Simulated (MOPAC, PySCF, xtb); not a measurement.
Positional isomers: butadiene chloro+silyl. Isolated molecules, 0 K electronic values unless said otherwise. One relaxed conformer stands for each flexible species; it need not be the lowest. Strings in code marks are SMILES.

Quantity: electronic energy of isomers of C4H7ClSi relative to `C=C/C(Cl)=C/[SiH3]` (C–C–C–Cl torsion 0°), in eV. Semi-empirical values (MOPAC) are differences of heats of formation.

Level 1: CAM-B3LYP-D3(BJ)/def2-TZVP (PySCF)
Level 2: B3LYP/6-31G* // CAM-B3LYP-D3(BJ)/def2-TZVP (PySCF)
Level 3: GFN2-xTB (xtb)
Level 4: PM6 // CAM-B3LYP-D3(BJ)/def2-TZVP (MOPAC)

| species | level 1 | level 2 | level 3 | level 4 |
|---|---|---|---|---|
| `C=C([SiH3])/C=C/Cl` (Si–C–C–C torsion 0°) | ___ | 0.074 | 0.150 | 0.110 |
| `C=C([SiH3])C(=C)Cl` (Si–C–C–Cl torsion 45°) | 0.168 | 0.197 | ___ | 0.005 |
| `[SiH3]/C=C/C=C\Cl` (C–C–C–C torsion 180°) | 0.014 | -0.060 | 0.100 | 0.077 |
| `[SiH3]/C=C/C=C/Cl` (C–C–C–C torsion 180°) | ___ | ___ | 0.075 | 0.070 |
| `[SiH3]/C=C\C=C/Cl` (C–C–C–C torsion 180°) | 0.091 | 0.041 | 0.122 | ___ |

Q: Complete the blanks.

A: 
- `C=C([SiH3])/C=C/Cl` (Si–C–C–C torsion 0°), level 1: 0.106
- `C=C([SiH3])C(=C)Cl` (Si–C–C–Cl torsion 45°), level 3: 0.104
- `[SiH3]/C=C/C=C/Cl` (C–C–C–C torsion 180°), level 1: 0.018
- `[SiH3]/C=C/C=C/Cl` (C–C–C–C torsion 180°), level 2: -0.069
- `[SiH3]/C=C\C=C/Cl` (C–C–C–C torsion 180°), level 4: 0.101
